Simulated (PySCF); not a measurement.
**Relaxation of singlet MoO₂Cl₂**

All numbers come from PBE0 in PySCF with Mo def2-TZVP with ECP28, O def2-TZVP, Cl def2-TZVP; scalar-relativistic core potentials, no spin–orbit coupling; density-fitted integrals. A (50,194) grid was used.

A hand-made square planar (ligand arrangement 1) start, of C2v symmetry, held to at least that symmetry:

Coordinates in bohr (charge 0 multiplicity 1):
```
Mo   -0.5145   -0.5145    0.0000
O    -3.8782   -0.5145    0.0000
O    -0.5145   -3.8782    0.0000
Cl    3.9642   -0.5145    0.0000
Cl   -0.5145    3.9642    0.0000
```

At each step, columns x, y, z (Å) and Fx, Fy, Fz (eV/Å):

```
step 0  E − E(last) = 76.88 kJ/mol
Mo  -0.272  -0.272   0.000  -5.316  -5.316   0.000
O   -2.052  -0.272   0.000   4.611   0.935   0.000
O   -0.272  -2.052   0.000   0.935   4.611   0.000
Cl   2.098  -0.272   0.000  -0.489   0.260   0.000
Cl  -0.272   2.098   0.000   0.260  -0.489   0.000
step 1  E − E(last) = 5.52 kJ/mol
Mo  -0.325  -0.325   0.000  -0.429  -0.429   0.000
O   -1.982  -0.243   0.000  -0.370   0.516   0.000
O   -0.243  -1.982   0.000   0.516  -0.370   0.000
Cl   2.046  -0.267   0.000   0.052   0.231   0.000
Cl  -0.267   2.046   0.000   0.231   0.052   0.000
step 2  E − E(last) = 0.85 kJ/mol
Mo  -0.346  -0.346   0.000  -0.161  -0.161   0.000
O   -2.004  -0.211   0.000  -0.013   0.059   0.000
O   -0.211  -2.004   0.000   0.059  -0.013   0.000
Cl   2.033  -0.243   0.000  -0.046   0.162   0.000
Cl  -0.243   2.033   0.000   0.162  -0.046   0.000
step 3  E − E(last) = 0.06 kJ/mol
Mo  -0.358  -0.358   0.000   0.089   0.086   0.000
O   -2.014  -0.205   0.000  -0.044  -0.025   0.000
O   -0.205  -2.014   0.000  -0.025  -0.042   0.000
Cl   2.022  -0.216   0.000  -0.053   0.033   0.000
Cl  -0.216   2.022   0.000   0.033  -0.052   0.000
step 4  E − E(last) = 0.01 kJ/mol
Mo  -0.358  -0.358   0.000   0.014   0.014   0.000
O   -2.016  -0.207   0.000   0.017  -0.012   0.000
O   -0.207  -2.016   0.000  -0.012   0.017   0.000
Cl   2.019  -0.210   0.000  -0.023   0.003   0.000
Cl  -0.210   2.019   0.000   0.003  -0.023   0.000
step 5  E − E(last) = 0.00 kJ/mol
Mo  -0.358  -0.358   0.000   0.007   0.006   0.000
O   -2.015  -0.208   0.000  -0.004   0.000   0.000
O   -0.208  -2.015   0.000   0.000  -0.002   0.000
Cl   2.018  -0.209   0.000  -0.003  -0.002   0.000
Cl  -0.209   2.018   0.000  -0.002  -0.003   0.000
```

It ends at C2v with Mo–Cl 2.380 Å (×2), Mo–O 1.664 Å (×2); Cl–Mo–Cl 82.9°, Cl–Mo–O 88.4° (×2), Cl–Mo–O 171.2° (×2), O–Mo–O 100.4°. A frequency run shows 2 imaginary modes, down to 243i cm⁻¹, so it is a higher-order saddle point.

The relaxation took 22 s on 4 threads of a shared Arm Neoverse V2 host, with 176 basis functions and 6 gradients; the process peaked at 1.1 GiB. Launch command: `OMP_NUM_THREADS=4 python axn.py task.json out`.
